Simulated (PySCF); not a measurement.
**`InChI=1S/C9H7N/c1-2-3-4-9-5-7-10-8-6-9/h2,5-8H,1H2`**

Geometry:
```json
{"atom": "C1", "x (Å)": "3.910", "y (Å)": "1.157", "z (Å)": "-0.113"}
{"atom": "C2", "x (Å)": "3.232", "y (Å)": "0.014", "z (Å)": "-0.078"}
{"atom": "C3", "x (Å)": "1.835", "y (Å)": "-0.056", "z (Å)": "0.068"}
{"atom": "C4", "x (Å)": "0.635", "y (Å)": "-0.135", "z (Å)": "0.191"}
{"atom": "C5", "x (Å)": "-0.764", "y (Å)": "-0.229", "z (Å)": "0.342"}
{"atom": "C6", "x (Å)": "-1.464", "y (Å)": "0.670", "z (Å)": "1.152"}
{"atom": "C7", "x (Å)": "-2.834", "y (Å)": "0.516", "z (Å)": "1.270"}
{"atom": "N8", "x (Å)": "-3.524", "y (Å)": "-0.430", "z (Å)": "0.653"}
{"atom": "C9", "x (Å)": "-2.861", "y (Å)": "-1.277", "z (Å)": "-0.118"}
{"atom": "C10", "x (Å)": "-1.492", "y (Å)": "-1.228", "z (Å)": "-0.311"}
{"atom": "H11", "x (Å)": "4.980", "y (Å)": "1.173", "z (Å)": "-0.230"}
{"atom": "H12", "x (Å)": "3.413", "y (Å)": "2.110", "z (Å)": "-0.033"}
{"atom": "H13", "x (Å)": "3.738", "y (Å)": "-0.941", "z (Å)": "-0.167"}
{"atom": "H14", "x (Å)": "-0.942", "y (Å)": "1.456", "z (Å)": "1.675"}
{"atom": "H15", "x (Å)": "-3.416", "y (Å)": "1.185", "z (Å)": "1.891"}
{"atom": "H16", "x (Å)": "-3.463", "y (Å)": "-2.033", "z (Å)": "-0.604"}
{"atom": "H17", "x (Å)": "-0.990", "y (Å)": "-1.941", "z (Å)": "-0.948"}
```

Method: PySCF, TDDFT CAM-B3LYP/def2-SVPD excited states, vertical, gas phase. Geometry: GFN2-xTB.

(1) Give the one- and two-photon strengths of the lowest singlets.

Results:

(1) δ for parallel linear polarisation; σ at the peak of a Lorentzian of half width 0.1 eV, single beam; Ω is circular over linear.
| state | E (eV) | f | photon λ (nm) | δ (au) | σ (GM) | Ω | main |
| --- | --- | --- | --- | --- | --- | --- | --- |
| S1 | 4.72 | 0.546 | 526 | 145 | 1.18 | 0.78 | HOMO→LUMO 0.90 |
| S2 | 4.74 | 0.003 | 523 | 4.15 | 0.03 | 1.49 | HOMO−1→LUMO 0.81, HOMO−1→LUMO+2 0.14 |
| S3 | 4.87 | 0.011 | 510 | 115 | 1.00 | 0.65 | HOMO−3→LUMO 0.86 |
| S4 | 5.21 | 0.028 | 475 | 69.3 | 0.69 | 1.50 | HOMO−2→LUMO 0.63, HOMO→LUMO+1 0.22 |
| S5 | 5.42 | 0.000 | 457 | 0.29 | 0.00 | 0.82 | HOMO−1→LUMO+1 0.99 |

Among these, the strongest one-photon state is S1, the strongest two-photon state S1, with a dipole change of 2.1 D (relaxed, norm of the difference vector).
